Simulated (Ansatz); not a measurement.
`[O]=[W](=[O])([OH])[Cl]` + NH₃ → `[NH2][W](=[O])(=[O])[OH]` + HCl at 400 K and 1 bar (ligand exchange at a W–Cl bond).

Gas-phase electronic energies from Ansatz, PBE0-D4/def2-TZVP geometries. CCSD(T)/CBS adds triple-zeta CCSD(T) − MP2 to the extrapolated MP2 energy (def2 sets, frozen cores). This one scheme is used for every species. Elements past krypton have def2 core potentials. For W outer-core shells are correlated without core-valence functions, which leaves a few kJ/mol of doubt a bond. One conformer a species, not always the lowest.

| species | CCSD(T)/CBS energy (Eh) | H − E (kJ/mol) | S (J/(mol·K)) |
| --- | --- | --- | --- |
| `[O]=[W](=[O])([OH])[Cl]` | -753.05462 | 84.7 | 375.9 |
| NH₃ | -56.50880 | 104.2 | 203.1 |
| `[NH2][W](=[O])(=[O])[OH]` | -349.16250 | 151.0 | 382.5 |
| HCl | -460.38127 | 29.6 | 195.4 |

H − E and S are ideal-gas, rigid-rotor, harmonic terms from PBE0-D4/def2-TZVP, for one conformer and one mirror image of each species. 1 Eh = 2625.50 kJ/mol, R = 8.31446 J/(mol·K).

Problem. By hand: ΔE, ΔH, ΔS and ΔG.

Solution. ΔE = (-349.16250) + (-460.38127) − (-753.05462) − (-56.50880) = 0.01965 Eh = 51.6 kJ/mol. Δ(H − E) = 151.0 + 29.6 − 84.7 − 104.2 = -8.3, so ΔH = 43.3 kJ/mol. ΔS = 382.5 + 195.4 − 375.9 − 203.1 = -1.1 J/(mol·K). ΔG = 43.3 − 400 × (-1.1)/1000 = 43.7 kJ/mol.

Problem. By hand: the equilibrium constant, and the temperature at which ΔG would vanish if ΔH and ΔS stayed fixed.

Solution. log₁₀ K = −ΔG/(RT ln 10) = -5.7. ΔH and −TΔS have one sign here, so there is no such temperature. One of them is within its doubt of zero, so this could turn.

The number of gas molecules stays the same, so ΔS is small and ΔH decides. A doubt of 5 kJ/mol in ΔE shifts log₁₀ K by 0.7 here. Other conformers and mirror images would add mixing entropy, several J/(mol·K) or more a flexible species. These are equilibria of isolated gas molecules and say nothing of rates. Largest T1 diagnostic: 0.022 (customary marks: 0.02 for closed shells, 0.045 for open ones).
